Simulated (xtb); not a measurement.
HgBr, SMILES [Hg+][Br], charge +1. All values are semi-empirical tight-binding results from xtb (GFN2-xTB unless named), good for trends rather than for accurate numbers. Geometry optimised at GFN2-xTB. The spin state was assumed, not searched.

Optimised geometry:

```xyz
2

Hg     0.0000     0.0000    -0.7094
Br     0.0000     0.0000     1.6215
```
Charge +1, spin multiplicity 1.

For metal compounds this method's bond lengths and energies can be far off.

* **point group as xtb finds it**: C∞v
* **orbital gap**: 1.97 eV

Computed atomic charges and the Wiberg bond orders between heavy atoms:
charges (e) Hg1 0.61, Br2 0.39. Bond orders Hg1–Br2 1.43.
